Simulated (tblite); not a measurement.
Compound: C₅H₅NO₂Si.
Atom-mapped SMILES: `[cH:1]1[cH:2][n:3][c:4]2[c:5]([cH:6]1)[O:7][SiH2:8][O:9]2` (hydrogens: H10 on C1; H11 on C2; H12 on C6; H13, H14 on Si8)

Method: GFN2-xTB as coded in tblite; computed harmonic values from a numerical Hessian at the method's own geometry, unscaled. This tight-binding method is rough: wavenumbers can miss measured ones by several per cent, in bad cases by 10 to 20. Modes of hydrogen on silicon can be 10 to 20 % off.

Harmonic wavenumbers (cm⁻¹): 134.7, 187.1, 309.7, 379.0, 418.3, 446.5, 473.0, 543.9, 565.4, 578.1, 614.0, 656.7, 721.1, 779.2, 781.6, 801.9, 806.3, 866.5, 892.0, 894.7, 906.7, 1081.2, 1123.4, 1165.8, 1227.5, 1240.1, 1340.0, 1435.9, 1441.2, 1574.6, 1596.2, 2365.7, 2394.2, 3079.1, 3093.8, 3106.8.

A = 3733, B = 1237, C = 939.8 MHz; mass 139.009 u (most abundant isotopes); point group Cs, symmetry number 1.

Q: What is the zero-point energy?

A: ½Σν̃ = 20011 cm⁻¹ = 57.21 kcal/mol.

Q: Entropy at 400 K, 1 bar (ideal gas, RRHO, classical rotation)?

A: Translation 42.19, rotation 29.57, vibration 22.52: S = 94.3 cal/(mol K).

Q: And Cp and H(400 K) − H(0)?

A: Cp = 40.24 cal/(mol K), of which vibrations give 32.29 (their classical limit is 36 R = 71.5); H(400 K) − H(0) = 8.80 kcal/mol without the zero-point energy, 5.62 from vibrations.

Q: Blend soft modes into free rotors: weight 1/[1 + (100 cm⁻¹/ν̃)⁴] for the oscillator and the rest for a rotor with moment μB/(μ + B), μ = h/(8π²ν), B = 10⁻⁴⁴ kg m². What vibrational entropy results?

A: 22.37 cal/(mol K) in place of 22.52, which changes −T·S at 400 K by +0.06 kcal/mol.

Q: Which modes carry the vibrational entropy at 400 K?

A: 134.7 cm⁻¹: 3.45; 187.1 cm⁻¹: 2.81; 309.7 cm⁻¹: 1.87; 379.0 cm⁻¹: 1.52; 418.3 cm⁻¹: 1.35; 446.5 cm⁻¹: 1.25 cal/(mol K); the other 30 give 10.28 together.

Q: How do the functions run with temperature in this model?

A: 
```
 T (K)  S (cal/(mol K))  Cp (cal/(mol K))  H − H(0) (kcal/mol)  G − H(0) (kcal/mol)  ln q(vib)
   150             68.1              16.1                 1.62                -8.59       0.65
   250             78.7              26.5                 3.74               -15.93       1.84
298.15             83.8              31.3                 5.13               -19.85       2.56
   600            113.1              52.3                18.15               -49.70       7.95
   900            136.4              62.4                35.53               -87.26      13.44
```

q(vib) and H(0) count from the zero-point level.

Q: What must be added to the electronic energy to get the Gibbs energy at 400 K and 1 bar?

A: ZPE + [H(400 K) − H(0)] − T·S = 57.21 + 8.80 − 37.71 = 28.30 kcal/mol.

Hindered rotation and anharmonicity are outside this model.
